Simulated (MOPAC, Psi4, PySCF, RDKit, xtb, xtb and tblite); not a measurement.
Two geometries of C16H12, SMILES c1ccc(-c2cccc3ccccc23)cc1, relaxed at GFN2-xTB with one dihedral held; other torsions can differ between them too.

Structure A

```
28

C     -4.0787     0.4757     0.1948
C     -3.6647    -0.4041    -0.7910
C     -2.3447    -0.8151    -0.8455
C     -1.4258    -0.3494     0.0876
C     -0.0101    -0.7796     0.0238
C      0.8938    -0.0554    -0.7114
C      2.2389    -0.4442    -0.7855
C      2.6728    -1.5572    -0.1227
C      1.7765    -2.3303     0.6443
C      2.1957    -3.4843     1.3393
C      1.3104    -4.2186     2.0765
C     -0.0365    -3.8319     2.1528
C     -0.4753    -2.7193     1.4916
C      0.4139    -1.9396     0.7216
C     -1.8474     0.5344     1.0739
C     -3.1678     0.9442     1.1266
H     -5.1095     0.7957     0.2370
H     -4.3723    -0.7718    -1.5200
H     -2.0182    -1.5031    -1.6124
H      0.5639     0.8274    -1.2407
H      2.9270     0.1467    -1.3725
H      3.7083    -1.8623    -0.1755
H      3.2347    -3.7763     1.2763
H      1.6399    -5.1010     2.6057
H     -0.7249    -4.4224     2.7398
H     -1.5121    -2.4201     1.5493
H     -1.1338     0.8965     1.8004
H     -3.4870     1.6309     1.8973
```

Structure B

```
28

C     -4.0748     0.5320     0.1840
C     -3.6827    -0.3807    -0.7806
C     -2.3730    -0.8231    -0.8267
C     -1.4400    -0.3629     0.0968
C     -0.0400    -0.8237     0.0315
C      0.6937    -0.5784    -1.1043
C      2.0404    -0.9533    -1.1934
C      2.6524    -1.5742    -0.1415
C      1.9335    -1.8639     1.0366
C      2.5406    -2.5219     2.1272
C      1.8272    -2.8176     3.2538
C      0.4684    -2.4779     3.3345
C     -0.1481    -1.8341     2.2982
C      0.5653    -1.4932     1.1290
C     -1.8422     0.5557     1.0623
C     -3.1506     1.0014     1.1026
H     -5.0973     0.8783     0.2189
H     -4.4001    -0.7495    -1.4994
H     -2.0663    -1.5390    -1.5760
H      0.2272    -0.0706    -1.9367
H      2.5901    -0.7379    -2.0982
H      3.6940    -1.8568    -0.1970
H      3.5842    -2.7931     2.0497
H      2.2995    -3.3220     4.0843
H     -0.0901    -2.7337     4.2233
H     -1.1979    -1.5879     2.3605
H     -1.1182     0.9292     1.7728
H     -3.4508     1.7181     1.8534
```

Which is lower in energy at the level PBE0-D3(BJ)/def2-SVP // GFN2-xTB (Psi4), and by how much?

B is lower, by 2.78 kJ/mol (dihedral C3–C4–C5–C6: 90° in A, 60° in B).

E(B) − E(A) in kJ/mol at the other levels, on the same two geometries: GFN2-xTB (xtb and tblite) -2.70; MMFF94 // GFN2-xTB (RDKit) 4.22; PBE0/def2-SVP // GFN2-xTB (Psi4) -2.57; PBE/def2-SVP // GFN2-xTB (Psi4) -3.19; PBE-D3(BJ)/def2-SVP // GFN2-xTB (Psi4) -3.56; UFF // GFN2-xTB (RDKit) -2.26; AM1, restricted, heats of formation // GFN2-xTB (MOPAC) -1.31; PM3, restricted, heats of formation // GFN2-xTB (MOPAC) 0.33; GFN1-xTB // GFN2-xTB (xtb) -2.75; restricted B3LYP/6-31G*, spherical d, density fitting // GFN2-xTB (PySCF) -2.83.
